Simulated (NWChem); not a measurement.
C3H5BF2; SMILES C(B(F)C=C)F

```xyz
11

C     -0.0207    -2.5851     0.0000
C     -0.7010    -1.4288     0.0000
B      0.0321    -0.0567     0.0000
F      1.3599    -0.0354     0.0000
C     -0.7517     1.3106     0.0000
F      0.0586     2.4174     0.0000
H      1.0750    -2.5918     0.0000
H     -0.5153    -3.5626     0.0000
H     -1.7974    -1.4704     0.0000
H     -1.4247     1.3450    -0.8808
H     -1.4247     1.3450     0.8808
```
Atoms are numbered in this order, from 1.

All runs: NWChem. Pople sets run with spherical d functions. Geometry: optimised at PBE0/def2-SVP. Total energies compare along this basis series because the functional is fixed.

```tsv
level	basis functions	energy (Ha)	highest occupied level (eV)	orbital gap (eV)	dipole (D)
PBE0/STO-3G	35	-336.9360	-4.40	5.91	1.39
PBE0/3-21G	64	-339.6727	-8.14	6.83	3.02
PBE0/6-31G*	94	-341.5103	-8.18	6.92	2.79
PBE0/6-31+G*	118	-341.5335	-8.47	6.79	3.21
PBE0/6-311G**	138	-341.6127	-8.41	6.85	2.99
PBE0/6-311++G**	167	-341.6224	-8.52	6.76	3.22
```
